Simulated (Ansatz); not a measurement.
Program: Ansatz. Geometries: PBE0-D4/def2-TZVP. ΔE: electronic, gas phase. CBS: MP2 limit from def2 TZ/QZ plus the TZ coupled-cluster correction, frozen cores. This one scheme is used for every species. DFT in def2-TZVPP. Each species was taken in one conformer, which may not be the lowest.

Reaction (hydrogenolysis of the Si–O bond): `BO[SiH]([SiH3])Cl` + H₂ → `[SiH3][SiH2]Cl` + `BO`

`BO[SiH]([SiH3])Cl`:

```xyz
11

B    -1.828   -0.346    1.615
O    -0.682    0.119    1.070
Si   -0.280    0.428   -0.505
Si    1.932   -0.232   -0.861
Cl   -0.421    2.455   -0.811
H    -1.869   -0.478    2.804
H    -2.761   -0.618    0.906
H    -1.278   -0.215   -1.396
H     2.068   -1.691   -0.602
H     2.824    0.525    0.052
H     2.295    0.053   -2.273
```

H₂:

```xyz
2

H     0.117   -0.087   -0.343
H    -0.117    0.087    0.343
```

`[SiH3][SiH2]Cl`:

Z-matrix (Å, degrees):
```
Si
Si 1 2.338
H 1 1.486 2 109.6
H 1 1.488 2 109.6 3 119.9
H 1 1.486 2 109.6 3 -120.2
Cl 2 2.065 1 108.7 3 60.2
H 2 1.485 1 111.8 3 -58.6
H 2 1.485 1 111.9 3 179.0
```

`BO`:

Z-matrix (Å, degrees):
```
B
O 1 1.348
H 1 1.196 2 116.8
H 1 1.202 2 120.7 3 -180.0
H 2 0.961 1 113.5 3 180.0
```

CCSD(T)/CBS gives +0.73 eV.

Task: Another level gave +0.64 eV. Which?
A. PBE0/def2-TZVPP
B. HF/def2-TZVPP
C. MP2/def2-TZVPP
D. r2SCAN-D4/def2-TZVPP

Result: B. HF/def2-TZVPP 0.64, r2SCAN-D4 0.72, MP2/def2-TZVPP 0.77, PBE0 0.56 eV.

Largest T1 diagnostic among the species: 0.014.

In def2-TZVPP, CCSD(T) changes the Hartree–Fock value by +0.06 eV (the triples alone add +0.03 eV) and MP2 by +0.13 eV. The D4 term adds +0.11 eV with B3LYP and +0.06 eV with PBE0; it sums over pairs of atoms, weighted by their polarisabilities, and B3LYP, whose exchange is more repulsive, gets the larger term.

B3LYP here is the variant with VWN-RPA as its local correlation; programs differ in this.
